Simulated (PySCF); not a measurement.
C2H8FNSi2, SMILES C=C[SiH2][Si@H](N)F.

Coordinates come from a B3LYP-D3(BJ)/def2-SVP optimisation. The structure was generated by enumeration; whether it is a known compound was not checked. Other conformers were not sampled.

Two levels are set side by side: TDA-PBE/def2-SVPD (PySCF) and TDA-B3LYP/def2-SVPD (PySCF). Vertical, same geometry. The lowest singlet is HOMO−1→LUMO 63 %, HOMO→LUMO 35 % with PBE and HOMO→LUMO 57 %, HOMO→LUMO+1 16 %, HOMO−1→LUMO 10 %, HOMO−2→LUMO 10 % with the other functional; states are paired by order. Differences are taken from unrounded values.

```json
[
 {"quantity": "lowest singlet excitation (eV)", "TDA-B3LYP": "6.07"},
 {"quantity": "lowest triplet excitation (TDA) (eV)", "TDA-B3LYP": "4.17"},
 {"quantity": "first bright state (f over 0.05) (eV)", "TDA-B3LYP": "6.07"},
 {"quantity": "its oscillator strength", "TDA-B3LYP": "0.11"}
]
```

Task: What does TDA-PBE give, and how far is it from TDA-B3LYP? (The exact figures need the calculation; the answer reports its results.)

Result: 
| quantity | TDA-PBE | TDA-PBE minus TDA-B3LYP |
|---|---|---|
| lowest singlet excitation (eV) | 5.09 | -0.98 |
| lowest triplet excitation (TDA) (eV) | 4.15 | -0.01 |
| first bright state (f over 0.05) (eV) | 5.53 | -0.54 |
| its oscillator strength | 0.10 | -0.01 |

A lower first singlet is the usual sign of a functional without exact exchange. Differences between two approximate levels are no errors against the true value.

Rough cost on one machine, each run with all the roots and properties that it gave: TDA-B3LYP against TDA-PBE about 2 times.
